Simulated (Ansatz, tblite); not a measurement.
Cost and result up the ladder for Rb₄⁺ (the lowest doublet isomer of a short search) (4 atoms). Total charge 1; doublet. Geometry: r2SCAN/def2-TZVP.

```xyz
4

Rb   -1.973   -0.932    0.734
Rb   -1.241   -0.639   -4.295
Rb    1.224    0.642    4.300
Rb    1.990    0.929   -0.739
```

Ansatz on 4 threads of Intel Xeon on a shared host; xTB runs through tblite on one thread. Times are rough, summed over both states, and most runs start from the orbitals of an earlier one. ωB97X-V/def2-TZVP serves as the yardstick here, not as an exact answer. The other state is a quartet at its own geometry, which has other bonds, so the gap mixes isomer and spin.

In the def2 sets Rb takes a core potential; there is no spin–orbit coupling. The xTB rows come from tblite. Correlated methods freeze no core orbitals; core or outer-core shells of Rb are correlated, in sets that lack core-valence functions. In CCSD on the charge 1 doublet the largest single amplitude is 0.18, so its Hartree–Fock determinant may place the open shell otherwise than the density functionals do. The structure comes from a short search, and lower isomers may exist.

Run but left out: HF/def2-TZVP, MP2/def2-TZVP (doublet: ⟨S²⟩ 1.12, where a pure state has 0.75).

Correlated methods converge slowly with the basis.

xTB has no spin-polarisation term.

```tsv
level	functions	wall time	quartet − doublet (eV)	difference from ωB97X-V/def2-TZVP (eV)	remarks
GFN1-xTB	16	0.008 s	2.84	2.06	–
GFN2-xTB	16	0.009 s	1.85	1.07	–
PBE/def2-TZVP	132	15 s	0.73	-0.05	–
RPA@PBE/def2-TZVP	132	19 s	0.55	-0.23	–
PBE-QIDH/def2-TZVP	132	22 s	0.58	-0.21	spin-contaminated (⟨S²⟩ 0.87) (doublet)
BLYP/def2-TZVP	132	22 s	0.70	-0.08	–
PBE0/def2-TZVP	132	24 s	0.66	-0.12	–
BHLYP/def2-TZVP	132	27 s	0.65	-0.13	–
r2SCAN/def2-TZVP (with forces)	132	40 s	0.49	-0.29	spin-contaminated (⟨S²⟩ 0.88) (doublet)
ωB97X-V/def2-TZVP	132	98 s	0.78	0.00	–
CCSD(T)/def2-TZVP	132	4.4 min	0.55	-0.23	spin-contaminated (⟨S²⟩ 1.12) (doublet)
```
